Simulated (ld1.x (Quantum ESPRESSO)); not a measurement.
# Before and after: RRKJ potential for Yb (Z = 70)

ld1.x (Quantum ESPRESSO) 7.5 input, shortened:

```
&input
   title='Yb', zed=70., rel=1, dft='PBE', iswitch=3,
   config='[Xe] 4f14 5d0 6s0 6p0'
 /
 &inputp
   pseudotype=2, tm=.false., rho0=0.005, lloc=0,
   nlcc=.false.
 /
4
5P  2  1   6.00   0.00  1.65  1.65  0.0
5D  3  2   0.00   0.00  2.40  2.40  0.0
4F  4  3  14.00   0.00  0.90  0.90  0.0
5S  1  0   2.00   0.00  2.15  2.15  0.0
 &test
   configts(1)='4f14 5s2 5p6 5d0 6s0 6p0'
 /
```

Change: all radii scaled by about 0.90 (s 1.92, p 1.48, d 2.16, f 0.80 bohr).

Cutoffs: the cutoffs (Ry, on a coarse ladder) from which the occupation-weighted sum of valence levels, in a spherical-Bessel basis at the reference potential, stays within 10 and 1 mRy of its value at 400 Ry; they do not see the model core or the augmentation charge, which bear on the density cutoff. Errors are all-electron minus pseudo energies relative to the spin-unpolarised reference configuration.

Q: Predict the effect on cutoff, ghosts and configuration errors.

A: Of the 5 tests that both files solve, the error grows in 0 and shrinks in 5 by more than 15 % and 0.3 meV (median size 2076.7 → 1129.4 meV); neither file shows a bound ghost at the reference potential, the only one tested. Less of the atom is replaced, so other configurations are described better.

```tsv
quantity	base	changed
cutoff, loose	over 300 Ry	over 300 Ry
cutoff, tight	over 300 Ry	over 300 Ry
loose cutoff by channel (10 mRy a level)	p 40 Ry, f 260 Ry, s 18 Ry	p 50 Ry, f over 300 Ry, s 21 Ry
bound ghosts	none	none
tests counted (converged, no solver errors)	6 of 7	6 of 7
error for 4f14 5s2 5p6 5d0 6s2 6p0, meV [ΔE -18.78 eV]	+3046	+1630
error for 4f14 5s2 5p6 5d0 6s1 6p0, meV [ΔE -12.25 eV]	+2077	+1129
error for 4f13 5s2 5p6 5d0 6s0 6p0, meV [ΔE 26.59 eV]	+40	-7.7
error for 4f14 5s2 5p5 5d0 6s2 6p0, meV [ΔE 14.21 eV]	+5204	+2900
error for 4f14 5s2 5p6 5d1 6s0 6p0, meV [ΔE -9.30 eV]	-3.5	-2.6
```

Base: Tests not counted: 4f14 5s2 5p6 5d1 6s1 6p0 (pseudo-atom not self-consistent, printed error -6252 eV). These tests converged, but a pseudo level misses the all-electron one widely, so the file describes the atom poorly there or has found another state: 4f14 5s2 5p6 5d0 6s2 6p0: 4f by 2.2 eV; 4f13 5s2 5p6 5d0 6s0 6p0: empty 6s by 4.9 eV (a node warning on the way); 4f14 5s2 5p5 5d0 6s2 6p0: 4f by 3.2 eV; 4f13 5s2 5p6 5d0 6s2 6p0: 4f by 3.8 eV. Changed file: Tests not counted: 4f13 5s2 5p6 5d0 6s2 6p0 (pseudo-atom not self-consistent, printed error -6069 eV). These tests converged, but a pseudo level misses the all-electron one widely, so the file describes the atom poorly there or has found another state: 4f14 5s2 5p6 5d0 6s2 6p0: 4f by 1.3 eV; 4f13 5s2 5p6 5d0 6s0 6p0: empty 6s by 2.9 eV; 4f14 5s2 5p5 5d0 6s2 6p0: 4f by 2.1 eV (a node warning on the way).
